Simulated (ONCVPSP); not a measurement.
Cutoff test, V (Z = 23), ONCV

```json
{
  "Element": "V (Z = 23)",
  "Generator": "ONCVPSP 4.0.1",
  "Type": "optimised norm-conserving Vanderbilt (ONCV)",
  "Functional": "LDA (Perdew-Zunger)",
  "Relativity": "scalar-relativistic",
  "Frozen core": "[Ar]",
  "Valence charge": "5",
  "Reference configuration": "3d3 4s1 4p1",
  "Partial waves": "4s: rc 2.55 bohr, ncon 4, nbas 8, qcut 2 1/bohr, 2 projectors, debl 3.5 Ha; 4p: rc 3.65 bohr, ncon 5, nbas 9, qcut 2 1/bohr, 2 projectors, debl 1 Ha; 3d: rc 1.35 bohr, ncon 5, nbas 10, qcut 13.4 1/bohr, 2 projectors, debl 1 Ha",
  "Local potential": "polynomial inside 0.85 bohr (lpopt 5, dvloc0 0 Ha)",
  "Core correction": "Teter function, fcfact 5.5, rcfact 1.6"
}
```

Task: For each optimised wave give the share of its norm inside rc, the residual kinetic energy above qcut (Ha) and the cutoffs (Ha) for errors of 10, 1, 0.1 and 0.01 mHa per electron.

Result:

```tsv
wave	norm inside rc	residual KE	10 mHa	1 mHa	0.1 mHa	0.01 mHa
4s	0.313	6.2e-03	1.6	7.1	23.6	27.8
s projector 2	0.152	6.1e-01	10.5	31.3	36.5	42.9
4p	0.385	2.8e-04	0.6	1.0	5.1	17.1
p projector 2	0.228	1.0e-02	2.0	4.1	16.6	22.6
3d	0.569	8.3e-08	47.5	59.5	69.2	77.0
d projector 2	0.147	1.1e-07	44.9	58.2	68.9	77.5
```

The occupied waves need 60 Ha and 69 Ha for 1 and 0.1 mHa. Note: ghosts flagged at negative energy: s at -89.5 eV, p at -19.3 eV; GHOST(+) flagged for s at 125.0 eV. A true bound ghost makes a file unfit for plane-wave use. 1 of 4 tests not solved or not reliable.
